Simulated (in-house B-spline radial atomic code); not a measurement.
Configurations of Ba⁺, with energies counted from [Xe] 6s1. All numbers are computed (scalar-relativistic (X2C) TPSSh, spin-polarised, spherical fractional occupations, exact exchange averaged over the configuration; Fermi nucleus of rms radius 4.8378 fm) with a radial B-spline atomic code at the basis-set limit, not measured. Shells without spins written out take the highest spin.

Occupations are held fixed; configurations that lie above the ionisation limit could autoionise.

```json
{"configuration": "[Xe] 5f1", "E - E(ref) (eV)": "6.3239", "highest orbital": "5f up", "its <r> (bohr)": "8.983"}
{"configuration": "[Kr] 4d10 5s2 5p5 6s1 6p1", "E - E(ref) (eV)": "20.565", "highest orbital": "6p up", "its <r> (bohr)": "4.769"}
{"configuration": "[Kr] 4d10 4f1 5s1 5p6 6s1", "E - E(ref) (eV)": "36.004", "highest orbital": "4f up", "its <r> (bohr)": "1.774"}
{"configuration": "[Kr] 4d10 5s1 5p6 6s1 7s1", "E - E(ref) (eV)": "39.961", "highest orbital": "7s up", "its <r> (bohr)": "8.012"}
{"configuration": "[Ar] 3d10 4s2 4p5 4d10 5s2 5p6 5d1 6s1", "E - E(ref) (eV)": "186.61", "highest orbital": "6s up", "its <r> (bohr)": "4.075"}
{"configuration": "[Ar] 3d10 4s2 4p5 4d10 5s2 5p6 6s1 7s1", "E - E(ref) (eV)": "193.79", "highest orbital": "7s up", "its <r> (bohr)": "7.955"}
```

Q: Order these further configurations by energy, lowest first.
A. [Kr] 4d10 5s1 5p6 6s1 7d1
B. [Ar] 3d10 4s2 4p5 4d10 5s2 5p6 6s1 6p1
C. [Kr] 4d10 5s1 5p6 6s1 6p1
D. [Ar] 3d10 4s2 4p5 4d10 5s2 5p6 6s1 6f1
E. [Xe] 7f1

A: E (8.1405 eV), C (36.456 eV), A (42.294 eV), B (190.22 eV), D (196.6 eV).

Q: How far above the reference does [Kr] 4d9 5s2 5p6 6s1 6d1 lie?

A: 100.19 eV; its least bound orbital is 6d up with <r> = 6.907 bohr.
